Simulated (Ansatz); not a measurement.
`C[Si](Cl)(Cl)Cl` + H₂S → `S[Si](Cl)(Cl)Cl` + CH₄ at 700 K and 1 bar (ligand exchange at the Si–C bond).

Gas-phase electronic energies from Ansatz, PBE0-D4/def2-TZVP geometries. CBS: MP2 limit from def2 TZ/QZ plus the TZ coupled-cluster correction, frozen cores. This one scheme is used for every species. One conformer a species, not always the lowest.

| species | CCSD(T)/CBS energy (Eh) | H − E (kJ/mol) | S (J/(mol·K)) |
| --- | --- | --- | --- |
| `C[Si](Cl)(Cl)Cl` | -1708.45088 | 183.3 | 454.2 |
| H₂S | -398.97279 | 64.8 | 236.9 |
| `S[Si](Cl)(Cl)Cl` | -2066.97878 | 107.7 | 461.4 |
| CH₄ | -40.46206 | 145.9 | 224.0 |

H − E and S are ideal-gas, rigid-rotor, harmonic terms from PBE0-D4/def2-TZVP, for one conformer and one mirror image of each species. 1 Eh = 2625.50 kJ/mol, R = 8.31446 J/(mol·K).

**Question.** By hand: ΔE, ΔH, ΔS and ΔG.

**Answer.** ΔE = (-2066.97878) + (-40.46206) − (-1708.45088) − (-398.97279) = -0.01717 Eh = -45.1 kJ/mol. Δ(H − E) = 107.7 + 145.9 − 183.3 − 64.8 = 5.5, so ΔH = -39.6 kJ/mol. ΔS = 461.4 + 224.0 − 454.2 − 236.9 = -5.7 J/(mol·K). ΔG = -39.6 − 700 × (-5.7)/1000 = -35.6 kJ/mol.

**Question.** By hand: the equilibrium constant, and the temperature at which ΔG would vanish if ΔH and ΔS stayed fixed.

**Answer.** log₁₀ K = −ΔG/(RT ln 10) = 2.7. ΔG = 0 at ΔH/ΔS = 6947 K, far beyond where these terms or the molecules hold.

The number of gas molecules stays the same, so ΔS is small and ΔH decides. A doubt of 5 kJ/mol in ΔE shifts log₁₀ K by 0.4 here. Other conformers and mirror images would add mixing entropy, several J/(mol·K) or more a flexible species. These are equilibria of isolated gas molecules and say nothing of rates. Largest T1 diagnostic: 0.010 (customary marks: 0.02 for closed shells, 0.045 for open ones).
